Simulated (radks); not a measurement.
Values are calculated unless marked as measured or tabulated.
Ionisation of Hf, [Xe] 4f14 5d2 6s2, to Hf+, [Xe] 4f14 5d1 6s2, under several functionals. Dirac Kohn-Sham, spin-unpolarised, spherical densities, finite nucleus; open shells are shared between the two j in proportion to 2j + 1; a radial shooting solver on a logarithmic mesh with Libxc functionals.

functional	E(Hf) (hartree)	Exc (hartree)	IE (eV)	-e(HOMO) (eV)	<r> HOMO (bohr)	IE error (eV)
B86b exchange with PBE correlation	-15096.7958	-310.8542	6.523	2.536	2.570	-0.302
revPBE	-15095.9473	-309.9958	6.444	2.472	2.577	-0.381
exchange-only B88	-15092.6803	-306.6819	5.662	1.790	2.652	-1.163
XLYP	-15097.4456	-311.4998	6.399	2.410	2.583	-0.426
RPBE	-15096.0812	-310.1300	6.435	2.472	2.583	-0.390
HCTH/407	-15104.5441	-318.9657	6.654	2.647	2.552	-0.171

NIST Atomic Spectra Database: 6.825 eV (measured). Closest: HCTH/407. The Delta-SCF values span 0.99 eV, the total energies 11.86 hartree. The highest occupied level is 5d5/2. Spin polarisation and multiplet splitting are left out, so open shells lie too high by an amount that depends on their filling. Sharing an open shell by 2j + 1 raises it above the true ground level by a part of the spin-orbit splitting, which enters the differences from NIST.

Beside tabulated values, note that spin-unpolarised runs miss the spin-polarisation part of the exchange energy of open shells.
